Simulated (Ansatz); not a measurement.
Geometry optimisation, Ansatz, RKS B3LYP-D4/def2-SVP.

input.yaml

```yaml
crystal:
  periodic: [false, false, false]
  atoms:
    - { symbol: B, position_ang: [-0.7336, 0.1384, 0.0104] }
    - { symbol: Si, position_ang: [1.5078, -0.2803, -0.1166] }
    - { symbol: O, position_ang: [-0.864, -0.4139, -1.2324] }
    - { symbol: O, position_ang: [-1.0763, 1.4326, 0.2464] }
    - { symbol: H, position_ang: [-0.0914, -0.5618, 0.8176] }
    - { symbol: Br, position_ang: [-1.7817, -1.2086, 1.6768] }
    - { symbol: H, position_ang: [1.6933, 0.9705, -0.8414] }
    - { symbol: H, position_ang: [2.4032, -0.31, 1.0426] }
    - { symbol: H, position_ang: [1.6246, -1.4618, -0.9531] }
    - { symbol: H, position_ang: [-1.5433, -0.0455, -1.7988] }
    - { symbol: H, position_ang: [-1.1387, 1.7404, 1.1484] }
basis:
  gaussian: { orbitals: def2-SVP }
hamiltonian:
  xc: b3lyp
  dispersion: d4
relax:
  f_tol: 0.15
  max_steps: 25
  restrain:
    - { distance: [0, 5], at: 3.34, k: 30.0 }
    - { distance: [4, 1], at: 2.72, k: 30.0 }
    - { distance: [0, 1], at: 1.95, k: 30.0 }
    - { distance: [4, 5], at: 1.51, k: 30.0 }
```

Run as:

```bash
$ ansatz run input.yaml --threads 4 --pin off --max-ram 5120MiB --backend cpu --events-out ev --progress --plain --runs-dir out
```

Question: Where does it end, and by what steps?

Answer: The run converged. The restraints hold the end off the free minimum. After 15 steps the energy has fallen by 0.994 eV (the restraints' own energy left out); H5 moved furthest, 1.34 Å. Parted: B1–H5 (1.25 → 3.15 Å). Joined: H5–Br6 (2.00 → 1.48 Å).

```csv
step,energy less start (eV),largest force component (eV/Å),accepted
0,0.0000,1.937,yes
1,0.3211,1.578,yes
2,0.3939,2.157,yes
3,0.1966,1.825,yes
4,-0.2658,1.540,yes
5,-0.6202,1.051,yes
6,-0.8079,1.136,yes
7,-0.8539,1.207,yes
8,-0.9059,0.947,yes
9,-0.8773,1.643,no
10,-0.9266,0.978,yes
11,-0.9345,1.025,yes
12,-0.9451,1.145,yes
13,-0.9628,1.096,yes
14,-0.9799,1.183,yes
15,-0.9945,1.070,yes
```

```xyz
11
Properties=species:S:1:pos:R:3
B -0.515 0.496 -0.601
Si 1.333 -0.099 -0.216
O -1.146 -0.058 -1.671
O -1.171 1.482 0.085
H 0.077 -1.524 1.742
Br -1.394 -1.635 1.826
H 2.365 0.746 -0.898
H 1.626 0.012 1.255
H 1.577 -1.519 -0.605
H -2.045 0.287 -1.777
H -0.706 1.814 0.860
```

The run took 62 s on 4 threads of Arm Neoverse N1, with other jobs on the host, peak memory 0.33 GiB.
